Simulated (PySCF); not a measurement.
disilylmethane cation (CH8Si2), SMILES [SiH3]C[SiH3] (connectivity only; charge and spin as stated), charge +1, multiplicity 2. Atoms are numbered in the order given.

```xyz
11

Si     1.4547     0.0005    -0.2585
C      0.0000     0.0000     1.0698
Si    -1.4547    -0.0005    -0.2585
H      2.4306    -0.5570     0.7742
H      1.7160     1.3997    -0.6965
H      1.1870    -0.9665    -1.3663
H     -0.0969    -0.9086     1.6980
H      0.0969     0.9086     1.6980
H     -1.1870     0.9665    -1.3663
H     -1.7160    -1.3997    -0.6965
H     -2.4306     0.5570     0.7742
```
Charge +1, spin multiplicity 2.

The structure is a stationary point at PBE-D3(BJ)/def2-SVP. The spin state was assumed, not searched.

Computed with B3LYP/pcH-1 run with PySCF.

Unrestricted Kohn–Sham, ⟨S²⟩ = 0.756. Hyperfine tensors hold the contact and dipolar terms, without spin-orbit corrections.

Question: Estimate the hyperfine couplings. (An estimate is asked for; the answer gives what the named calculation found.)

Answer: 
```csv
nucleus,A(iso) (MHz),A(iso) (G),dipolar principal values (MHz)
29Si no. 1,32.7,11.7,"-49.6, 20.4, 29.1"
13C no. 2,40.8,14.6,"-52.7, -52.3, 105.0"
29Si no. 3,32.7,11.7,"-49.6, 20.4, 29.1"
1H no. 4,302.6,108.0,"-6.0, -1.2, 7.2"
1H no. 5,-8.0,-2.9,"-4.6, -0.9, 5.5"
1H no. 6,-6.2,-2.2,"-4.4, -1.6, 6.0"
1H no. 7,-31.9,-11.4,"-23.2, -4.1, 27.3"
1H no. 8,-31.9,-11.4,"-23.2, -4.1, 27.3"
1H no. 9,-6.2,-2.2,"-4.4, -1.6, 6.0"
1H no. 10,-8.0,-2.9,"-4.6, -0.9, 5.5"
1H no. 11,302.6,108.0,"-6.0, -1.2, 7.2"
```
